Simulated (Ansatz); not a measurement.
Input and output for BH4NOTe, SMILES `NB(O)[TeH]`.

```yaml
crystal:
  periodic: [false, false, false]
  atoms:
    - {symbol: N, position_ang: [-0.284655, 0.953714, -0.109776]}
    - {symbol: B, position_ang: [0.381740, -0.267672, 0.058691]}
    - {symbol: O, position_ang: [1.728516, -0.394100, 0.242956]}
    - {symbol: Te, position_ang: [-0.685665, -2.178689, 0.046846]}
    - {symbol: H, position_ang: [0.182431, 1.845335, -0.108169]}
    - {symbol: H, position_ang: [-1.276758, 1.017693, -0.243757]}
    - {symbol: H, position_ang: [2.211703, 0.435946, 0.250381]}
    - {symbol: H, position_ang: [-2.165209, -1.469328, -0.192971]}
basis:
  gaussian: {orbitals: def2-SVPD}
hamiltonian: {xc: {name: revPBE}}
```

```sh
$ ansatz run in.yaml --threads 2 --pin off --events-out ev --progress --plain --max-ram 4352MiB
```

Shortened log:

```
Functional definition: revPBE
1155 factors; their error is unknown
mean field evaluation 1: about -11560.1823 eV, gradient 7.6e1 eV
mean field evaluation 2: about -11469.7791 eV, gradient 1.8e2 eV
mean field evaluation 4: about -11570.8357 eV, gradient 1.7e1 eV
mean field evaluation 8: about -11571.6518 eV, gradient 2.4e-1 eV
mean field evaluation 16: about -11571.6185 eV, gradient 3.0e-4 eV
mean field -11571.61846450 eV, -425.2491350458 hartree, gradient 6.4e-5 eV, S^2 0.000000; 0 other end points of the search recorded, 0 dependent functions left out
reference -11571.61854326 eV, -425.2491379402 hartree; 24, 24 occupied and 106, 106 virtual orbitals, 1155 factors
Total energy: -11571.61854326 eV, -425.2491379402 hartree
```

Run time 1.6 s (2 threads of an AMD EPYC 7R43 on a shared host); peak host memory 0.17 GiB.
